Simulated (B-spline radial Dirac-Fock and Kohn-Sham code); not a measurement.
# The M5 (3d5/2) hole of tungsten ions: width and yield against charge

The computed values come from a radial atomic solver: independent-particle rates on relativistic LDA orbitals of the hole state (multipoles up to L = 3, Coulomb Auger matrix elements, transition energies from Dirac-Fock). Tabulated ground configurations, configuration averages; single configurations, so decays that open only by mixing (as 1s 2s² with 1s 2p² in Be-like ions) are missing and such tiny yields are far too low.

| ion | configuration | radiative (eV) | non-radiative (eV) | yield |
| --- | --- | --- | --- | --- |
| W | [Xe] 4f14 5d4 6s2 | 0.0354 | 1.83 | 0.0190 |
| W⁺ | [Xe] 4f14 5d4 6s1 | 0.0354 | 1.83 | 0.0190 |
| W²⁺ | [Xe] 4f14 5d4 | 0.0355 | 1.83 | 0.0190 |
| W³⁺ | [Xe] 4f14 5d3 | 0.0355 | 1.83 | 0.0190 |
| W⁴⁺ | [Xe] 4f14 5d2 | 0.0356 | 1.83 | 0.0191 |
| W⁵⁺ | [Xe] 4f14 5d1 | 0.0357 | 1.82 | 0.0192 |
| W⁶⁺ | [Xe] 4f14 | 0.0359 | 1.82 | 0.0194 |
| W⁷⁺ | [Xe] 4f13 | 0.0349 | 1.79 | 0.0191 |
